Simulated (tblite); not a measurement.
C8H9O (doublet state).
Z-matrix (Å and degrees, GFN2-xTB geometry), rows numbered from 1:
```
C 
C   1  1.3208
C   2  1.4772  1  135.17
C   3  1.4812  2  133.24  1     0.30
O   4  1.3102  3  119.22  2    -0.16
C   3  1.3718  2   91.98  1  -179.82
C   6  1.4594  3   92.94  2    -0.07
C   7  1.3328  2  135.31  1    -0.32
C   8  1.4883  7  124.70  2   179.90
H   1  1.0769  2  121.81  3   179.92
H   1  1.0765  2  120.25  3    -0.05
H   4  1.1240  3  107.23  2  -126.89
H   4  1.1236  3  107.36  2   126.78
H   6  1.0743  3  133.73  2   179.99
H   8  1.0820  7  118.98  2     0.03
H   9  1.0902  8  110.01  7  -120.81
H   9  1.0902  8  110.10  7   121.17
H   9  1.0862  8  111.33  7     0.14
```

Computed values, GFN2-xTB/tblite, gas phase, harmonic and unscaled. Against measured fundamentals such values can be off by several per cent, at times by over 20. One conformer, not necessarily the lowest. Open shells enter through the occupations alone, without spin polarisation, and single modes of such species can be off by tens of per cent.

Harmonic wavenumbers (cm⁻¹): 55.1, 99.7, 118.4, 134.2, 161.7, 164.2, 271.7, 286.5, 366.4, 461.6, 503.8, 504.2, 678.9, 700.7, 733.7, 771.6, 787.9, 828.0, 834.4, 901.8, 1002.3, 1008.6, 1013.8, 1070.7, 1104.3, 1120.0, 1150.4, 1175.7, 1220.1, 1258.2, 1310.7, 1311.6, 1383.9, 1394.5, 1464.9, 1473.4, 1535.2, 1701.3, 1787.3, 2510.3, 2607.9, 2991.1, 3008.4, 3052.7, 3067.1, 3101.9, 3126.2, 3138.2.

A = 3993, B = 924.2, C = 757.3 MHz; mass 121.065 u (most abundant isotopes); point group Cs, symmetry number 1; spin multiplicity 2.

Question: Zero-point energy?

Answer: Half the sum of the wavenumbers: 30228 cm⁻¹ = 86.42 kcal/mol.

Question: What is S at 400 K and 1 bar for an ideal gas of classical rigid rotors and harmonic oscillators?

Answer: Translation 41.77, rotation 30.01, vibration 38.01, spin (R ln 2) 1.38: S = 111.2 cal/(mol K).

Question: And Cp and H(400 K) − H(0)?

Answer: Cp = 47.02 cal/(mol K), of which vibrations give 39.07 (their classical limit is 48 R = 95.4); H(400 K) − H(0) = 11.14 kcal/mol without the zero-point energy, 7.96 from vibrations.

Question: Which modes carry the vibrational entropy at 400 K?

Answer: 55.1 cm⁻¹: 5.21; 99.7 cm⁻¹: 4.04; 118.4 cm⁻¹: 3.70; 134.2 cm⁻¹: 3.45; 161.7 cm⁻¹: 3.09; 164.2 cm⁻¹: 3.06 cal/(mol K); the other 42 give 15.46 together.

Question: Blend soft modes into free rotors: weight 1/[1 + (100 cm⁻¹/ν̃)⁴] for the oscillator and the rest for a rotor with moment μB/(μ + B), μ = h/(8π²ν), B = 10⁻⁴⁴ kg m². What vibrational entropy results?

Answer: 35.74 cal/(mol K) in place of 38.01, which changes −T·S at 400 K by +0.91 kcal/mol.

Question: How do the functions run with temperature in this model?

Answer: 
| T (K) | S (cal/(mol K)) | Cp (cal/(mol K)) | H − H(0) (kcal/mol) | G − H(0) (kcal/mol) | ln q(vib) |
| --- | --- | --- | --- | --- | --- |
| 100 | 70.1 | 18.9 | 1.29 | -5.71 | 1.48 |
| 200 | 85.9 | 27.9 | 3.63 | -13.55 | 4.06 |
| 300 | 99.0 | 37.6 | 6.90 | -22.81 | 6.60 |
| 500 | 122.6 | 55.1 | 16.26 | -45.02 | 11.60 |
| 800 | 152.5 | 71.9 | 35.55 | -86.43 | 18.78 |
| 1000 | 169.3 | 79.0 | 50.68 | -118.65 | 23.22 |

q(vib) and H(0) count from the zero-point level.

Question: What must be added to the electronic energy to get the Gibbs energy at 400 K and 1 bar?

Answer: ZPE + [H(400 K) − H(0)] − T·S = 86.42 + 11.14 − 44.47 = 53.09 kcal/mol.

Hindered rotation and anharmonicity are outside this model. Other conformers, if any are populated, would add a mixing term that is left out.
